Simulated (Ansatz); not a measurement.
Ansatz (a program for electronic structure) input file for C2H5OS, SMILES [CH2]S(C)=O, multiplicity 2, B3LYP-D3(BJ)/def2-SVP. 

Ansatz 0.2 input:
```yaml
crystal:
  periodic: [false, false, false]
  atoms:
    - {symbol: C, position_ang: [1.16407975, -0.54592814, 0.90899035]}
    - {symbol: S, position_ang: [0.15016042, -0.10094187, -0.41495784]}
    - {symbol: C, position_ang: [-1.50540238, -0.46359326, 0.37416750]}
    - {symbol: O, position_ang: [0.22133299, 1.34631187, -0.59810783]}
    - {symbol: H, position_ang: [1.27524476, -1.60159487, 1.07714772]}
    - {symbol: H, position_ang: [2.00911242, 0.08329283, 1.11960946]}
    - {symbol: H, position_ang: [-1.61639484, 0.17252893, 1.24398030]}
    - {symbol: H, position_ang: [-1.52295936, -1.51143545, 0.64574440]}
    - {symbol: H, position_ang: [-2.27029785, -0.24108789, -0.36124099]}
basis:
  gaussian:
    orbitals: def2-SVP
hamiltonian:
  xc: b3lyp
  dispersion: d3bj
magnetization: {spin_polarized: true, initial_magnetization: 1}
relax: {f_tol: 0.002, max_steps: 200}
```

Log of the run:

```
WARN ansatz: RAYON_NUM_THREADS=1 ignored (pool sized by the plan → 1); use --threads N
Functional definition: B3LYP
integrals: 0.04 GiB planned
917 factors; integrals over basis functions are off by at most 3.7e-4 eV
mean field: 0.45 GiB planned
mean field evaluation 1: about -15017.0900 eV, gradient 5.1e1 eV
mean field evaluation 2: about -15002.0681 eV, gradient 8.0e1 eV
mean field evaluation 4: about -15028.0419 eV, gradient 7.4e0 eV
mean field evaluation 8: about -15028.3252 eV, gradient 3.9e-1 eV
mean field evaluation 16: about -15028.3269 eV, gradient 1.7e-4 eV
mean field -15028.32686033 eV, -552.2808255513 hartree, gradient 2.4e-5 eV, S^2 0.755892; 0 other end points of the search recorded, 0 dependent functions left out
the calculation of the forces begins
reference -15028.32706096 eV, -552.2808329242 hartree; 21, 20 occupied and 64, 65 virtual orbitals, 917 factors
relax step   1: F+E_penalty+E_count = -15028.64361348 eV  Δ(F+E_penalty+E_count) = +0.000e0 eV  max|allowed force component| = 2.410e0 eV/Å  Δτ_max = 0.0000 Å  (31 SCF iters, accepted)
these checks for a lower state are left out or cut short: starts, cluster_reference, orbital_swaps, neighbouring_geometries, increment
integrals: 0.04 GiB planned
917 factors; integrals over basis functions are off by at most 4.0e-4 eV
mean field: 0.45 GiB planned
mean field -15028.41793375 eV, -552.2841724378 hartree, gradient 2.2e-5 eV, S^2 0.756031; 0 other end points of the search recorded, 0 dependent functions left out
the calculation of the forces begins
reference -15028.41813604 eV, -552.2841798720 hartree; 21, 20 occupied and 64, 65 virtual orbitals, 917 factors
relax step   2: F+E_penalty+E_count = -15028.73294454 eV  Δ(F+E_penalty+E_count) = -8.933e-2 eV  max|allowed force component| = 1.208e0 eV/Å  Δτ_max = 0.0393 Å  (33 SCF iters, accepted)
these checks for a lower state are left out or cut short: starts, cluster_reference, orbital_swaps, neighbouring_geometries, increment
integrals: 0.04 GiB planned
917 factors; integrals over basis functions are off by at most 4.0e-4 eV
mean field: 0.45 GiB planned
mean field evaluation 32: about -15028.4370 eV, gradient 1.7e-5 eV
mean field -15028.43698295 eV, -552.2848724830 hartree, gradient 1.7e-5 eV, S^2 0.755931; 0 other end points of the search recorded, 0 dependent functions left out
the calculation of the forces begins
reference -15028.43718538 eV, -552.2848799223 hartree; 21, 20 occupied and 64, 65 virtual orbitals, 917 factors
relax step   3: F+E_penalty+E_count = -15028.75211409 eV  Δ(F+E_penalty+E_count) = -1.917e-2 eV  max|allowed force component| = 2.247e-1 eV/Å  Δτ_max = 0.0307 Å  (35 SCF iters, accepted)
these checks for a lower state are left out or cut short: starts, cluster_reference, orbital_swaps, neighbouring_geometries, increment
integrals: 0.04 GiB planned
917 factors; integrals over basis functions are off by at most 4.0e-4 eV
mean field: 0.45 GiB planned
mean field -15028.43890671 eV, -552.2849431797 hartree, gradient 2.6e-5 eV, S^2 0.755896; 0 other end points of the search recorded, 0 dependent functions left out
the calculation of the forces begins
reference -15028.43910934 eV, -552.2849506262 hartree; 21, 20 occupied and 64, 65 virtual orbitals, 917 factors
relax step   4: F+E_penalty+E_count = -15028.75387866 eV  Δ(F+E_penalty+E_count) = -1.765e-3 eV  max|allowed force component| = 4.742e-2 eV/Å  Δτ_max = 0.0182 Å  (34 SCF iters, accepted)
these checks for a lower state are left out or cut short: starts, cluster_reference, orbital_swaps, neighbouring_geometries, increment
integrals: 0.04 GiB planned
917 factors; integrals over basis functions are off by at most 3.9e-4 eV
mean field: 0.45 GiB planned
mean field -15028.43873327 eV, -552.2849368060 hartree, gradient 2.3e-5 eV, S^2 0.755843; 0 other end points of the search recorded, 0 dependent functions left out
the calculation of the forces begins
reference -15028.43893562 eV, -552.2849442421 hartree; 21, 20 occupied and 64, 65 virtual orbitals, 917 factors
relax step   5: F+E_penalty+E_count = -15028.75399920 eV  Δ(F+E_penalty+E_count) = -1.205e-4 eV  max|allowed force component| = 8.283e-2 eV/Å  Δτ_max = 0.0338 Å  (34 SCF iters, accepted)
these checks for a lower state are left out or cut short: starts, cluster_reference, orbital_swaps, neighbouring_geometries, increment
integrals: 0.04 GiB planned
917 factors; integrals over basis functions are off by at most 4.0e-4 eV
mean field: 0.45 GiB planned
mean field -15028.43895795 eV, -552.2849450628 hartree, gradient 1.8e-5 eV, S^2 0.755840; 0 other end points of the search recorded, 0 dependent functions left out
the calculation of the forces begins
reference -15028.43916031 eV, -552.2849524996 hartree; 21, 20 occupied and 64, 65 virtual orbitals, 917 factors
relax step   6: F+E_penalty+E_count = -15028.75431410 eV  Δ(F+E_penalty+E_count) = -3.149e-4 eV  max|allowed force component| = 2.096e-2 eV/Å  Δτ_max = 0.0119 Å  (29 SCF iters, accepted)
these checks for a lower state are left out or cut short: starts, cluster_reference, orbital_swaps, neighbouring_geometries, increment
integrals: 0.04 GiB planned
917 factors; integrals over basis functions are off by at most 3.9e-4 eV
mean field: 0.45 GiB planned
mean field -15028.43910051 eV, -552.2849503020 hartree, gradient 1.6e-5 eV, S^2 0.755855; 0 other end points of the search recorded, 0 dependent functions left out
the calculation of the forces begins
reference -15028.43930297 eV, -552.2849577420 hartree; 21, 20 occupied and 64, 65 virtual orbitals, 917 factors
relax step   7: F+E_penalty+E_count = -15028.75434456 eV  Δ(F+E_penalty+E_count) = -3.046e-5 eV  max|allowed force component| = 3.934e-3 eV/Å  Δτ_max = 0.0042 Å  (28 SCF iters, accepted)
these checks for a lower state are left out or cut short: starts, cluster_reference, orbital_swaps, neighbouring_geometries, increment
integrals: 0.04 GiB planned
917 factors; integrals over basis functions are off by at most 3.9e-4 eV
mean field: 0.45 GiB planned
mean field evaluation 64: about -15028.4389 eV, gradient 1.1e-5 eV
mean field -15028.43885574 eV, -552.2849413068 hartree, gradient 1.1e-5 eV, S^2 0.755850; 0 other end points of the search recorded, 0 dependent functions left out
the calculation of the forces begins
reference -15028.43905823 eV, -552.2849487481 hartree; 21, 20 occupied and 64, 65 virtual orbitals, 917 factors
relax step   8: F+E_penalty+E_count = -15028.75411202 eV  Δ(F+E_penalty+E_count) = +2.325e-4 eV  max|allowed force component| = 9.998e-2 eV/Å  Δτ_max = 0.0115 Å  (30 SCF iters, rejected (line search))
these checks for a lower state are left out or cut short: starts, cluster_reference, orbital_swaps, neighbouring_geometries, increment
integrals: 0.04 GiB planned
917 factors; integrals over basis functions are off by at most 3.9e-4 eV
mean field: 0.45 GiB planned
mean field -15028.43908887 eV, -552.2849498740 hartree, gradient 1.5e-5 eV, S^2 0.755855; 0 other end points of the search recorded, 0 dependent functions left out
the calculation of the forces begins
reference -15028.43929132 eV, -552.2849573138 hartree; 21, 20 occupied and 64, 65 virtual orbitals, 917 factors
relax step   9: F+E_penalty+E_count = -15028.75435214 eV  Δ(F+E_penalty+E_count) = -7.584e-6 eV  max|allowed force component| = 1.894e-3 eV/Å  Δτ_max = 0.0034 Å  (27 SCF iters, accepted)
these checks for a lower state are left out or cut short: starts, cluster_reference, orbital_swaps, neighbouring_geometries, increment
integrals: 0.04 GiB planned
917 factors; integrals over basis functions are off by at most 3.9e-4 eV
mean field: 0.45 GiB planned
mean field -15028.43908141 eV, -552.2849496001 hartree, gradient 2.5e-5 eV, S^2 0.755856; 0 other end points of the search recorded, 0 dependent functions left out
the calculation of the forces begins
reference -15028.43928386 eV, -552.2849570398 hartree; 21, 20 occupied and 64, 65 virtual orbitals, 917 factors
relax step  10: F+E_penalty+E_count = -15028.75435331 eV  Δ(F+E_penalty+E_count) = -1.175e-6 eV  max|allowed force component| = 1.109e-3 eV/Å  Δτ_max = 0.0019 Å  (24 SCF iters, accepted)
integrals: 0.04 GiB planned
917 factors; integrals over basis functions are off by at most 3.9e-4 eV
mean field: 0.45 GiB planned
mean field -15028.43908141 eV, -552.2849496001 hartree, gradient 2.5e-5 eV, S^2 0.755856; 1 other end points of the search recorded, 0 dependent functions left out
the calculation of the forces begins
reference -15028.43928386 eV, -552.2849570398 hartree; 21, 20 occupied and 64, 65 virtual orbitals, 917 factors
Total energy: -15028.75455576 eV, -552.2965430684 hartree
Atom 0 at     1.185938    -0.561160     0.905788 Å, force    -0.000141     0.001109    -0.000831 eV/Å
Atom 1 at     0.134306    -0.078162    -0.403262 Å, force     0.000626    -0.001066     0.000776 eV/Å
Atom 2 at    -1.493288    -0.477467     0.370639 Å, force     0.000017     0.000102     0.000274 eV/Å
Atom 3 at     0.183613     1.410701    -0.602374 Å, force    -0.000166     0.000702    -0.000377 eV/Å
Atom 4 at     1.225644    -1.624691     1.161697 Å, force    -0.000170    -0.000302    -0.000071 eV/Å
Atom 5 at     2.057887     0.079769     1.061640 Å, force    -0.000186    -0.000503     0.000284 eV/Å
Atom 6 at    -1.605843     0.167863     1.251668 Å, force    -0.000179    -0.000084     0.000003 eV/Å
Atom 7 at    -1.533090    -1.543055     0.637186 Å, force     0.000110     0.000070    -0.000170 eV/Å
Atom 8 at    -2.250291    -0.236246    -0.387650 Å, force     0.000089    -0.000027     0.000111 eV/Å
Dipole moment:    -0.149157    -0.697315     0.263674 e Å
```

The run converged.

Cost: very roughly 26 core-seconds.
